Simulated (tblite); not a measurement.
Species: C₄H₂F₅ (doublet state).
SMILES: `F[C]1C[C@@]1(F)C(F)(F)F`

Level: GFN2-xTB in tblite, geometry and Hessian alike; calculated harmonic values, unscaled, isolated species. The method is semi-empirical: single wavenumbers can be off by several per cent or more. Open shells enter through the occupations alone, without spin polarisation, and single modes of such species can be off by tens of per cent.

Harmonic wavenumbers (cm⁻¹): 31.8, 112.8, 170.6, 201.1, 281.6, 306.6, 370.5, 389.8, 446.5, 518.7, 526.9, 605.8, 715.1, 819.5, 866.5, 920.6, 1014.0, 1040.1, 1084.1, 1087.2, 1098.7, 1193.9, 1218.0, 1362.0, 1482.2, 3027.3, 3066.4.

A = 2682, B = 1210, C = 1144 MHz; mass 145.008 u (most abundant isotopes); point group C1, symmetry number 1; spin multiplicity 2.

Question: Zero-point energy?

Answer: Half the sum of the wavenumbers: 11979 cm⁻¹ = 143.30 kJ/mol.

Question: What is S at 200 K and 1 bar for an ideal gas of classical rigid rotors and harmonic oscillators?

Answer: Translation 162.62, rotation 115.73, vibration 59.97, spin (R ln 2) 5.76: S = 344.1 J/(mol K).

Question: And Cp and H(200 K) − H(0)?

Answer: Cp = 100.82 J/(mol K), of which vibrations give 67.56 (their classical limit is 27 R = 224.5); H(200 K) − H(0) = 13.16 kJ/mol without the zero-point energy, 6.51 from vibrations.

Question: How do the functions run with temperature in this model?

Answer: 
```json
{"T (K)": "150", "S (J/(mol K))": "317.6", "Cp (J/(mol K))": "83.8", "H − H(0) (kJ/mol)": "8.54", "G − H(0) (kJ/mol)": "-39.10", "ln q(vib)": "2.33"}
{"T (K)": "250", "S (J/(mol K))": "368.3", "Cp (J/(mol K))": "116.8", "H − H(0) (kJ/mol)": "18.61", "G − H(0) (kJ/mol)": "-73.47", "ln q(vib)": "4.28"}
{"T (K)": "298.15", "S (J/(mol K))": "390.2", "Cp (J/(mol K))": "131.3", "H − H(0) (kJ/mol)": "24.58", "G − H(0) (kJ/mol)": "-91.74", "ln q(vib)": "5.24"}
{"T (K)": "400", "S (J/(mol K))": "432.5", "Cp (J/(mol K))": "157.5", "H − H(0) (kJ/mol)": "39.34", "G − H(0) (kJ/mol)": "-133.68", "ln q(vib)": "7.25"}
{"T (K)": "600", "S (J/(mol K))": "503.6", "Cp (J/(mol K))": "191.9", "H − H(0) (kJ/mol)": "74.61", "G − H(0) (kJ/mol)": "-227.54", "ln q(vib)": "11.04"}
{"T (K)": "900", "S (J/(mol K))": "587.0", "Cp (J/(mol K))": "218.1", "H − H(0) (kJ/mol)": "136.60", "G − H(0) (kJ/mol)": "-391.70", "ln q(vib)": "16.16"}
```

q(vib) and H(0) count from the zero-point level.

Question: What must be added to the electronic energy to get the Gibbs energy at 200 K and 1 bar?

Answer: ZPE + [H(200 K) − H(0)] − T·S = 143.30 + 13.16 − 68.82 = 87.64 kJ/mol.

Question: Blend soft modes into free rotors: weight 1/[1 + (100 cm⁻¹/ν̃)⁴] for the oscillator and the rest for a rotor with moment μB/(μ + B), μ = h/(8π²ν), B = 10⁻⁴⁴ kg m². What vibrational entropy results?

Answer: 54.57 J/(mol K) in place of 59.97, which changes −T·S at 200 K by +1.08 kJ/mol.

Hindered rotation and anharmonicity are outside this model. The structure is chiral; the term R ln 2 for an equal mix with its mirror image is left out.

The values belong to the conformer `[F:1][C:2]1[CH2:3][C@@:4]1([F:5])[C:6]([F:7])([F:8])[F:9]`: C3–C4–C6–F7 152°.
